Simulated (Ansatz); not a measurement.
A structure relaxed at PBE0-D4/def2-TZVP, charge 0, multiplicity 1:

Cartesian coordinates in Å:
```
O -1.931 0.116 0.032
Hf 0.000 0.000 0.000
O 0.714 1.492 -1.004
O 0.541 -1.656 -0.841
O 0.675 0.049 1.813
H -2.797 0.044 0.419
H 0.701 2.358 -1.395
H 0.847 -2.207 -1.554
H 1.249 -0.195 2.530
```

Question: Give its formula and SMILES.

Answer: H4HfO4, `[OH][Hf]([OH])([OH])[OH]`.

Question: Point group (tolerance 0.08 Å, 0.16 Å for H)?

Answer: S4.

Question: Summarise the bond lengths by kind.

Answer: 4 × Hf–O 1.935 Å; 4 × H–O 0.951 Å.

Results of the Gaussian-basis code of Ansatz.
